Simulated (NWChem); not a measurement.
Species: MgN$_{2}$H$_{6}$ClF; SMILES [NH3]->[Mg](<-[NH3])([F])[Cl]

Task: Give the equilibrium geometry at PBE0/def2-SVP (NWChem) as a Z-matrix, with the point group.

Result: point group Cs; any orientation.
```
Mg
F 1 1.7964
N 1 2.1800 2 101.82
H 3 1.0196 1 119.84 2 79.36
H 3 1.0211 4 107.69 1 -125.75
H 3 1.0217 4 106.11 5 -114.42
N 1 2.1801 2 101.87 6 128.82
H 7 1.0195 1 119.93 2 -80.56
H 7 1.0212 8 107.66 1 125.49
H 7 1.0216 8 106.13 9 114.45
Cl 1 2.2794 2 141.88 10 108.91
```
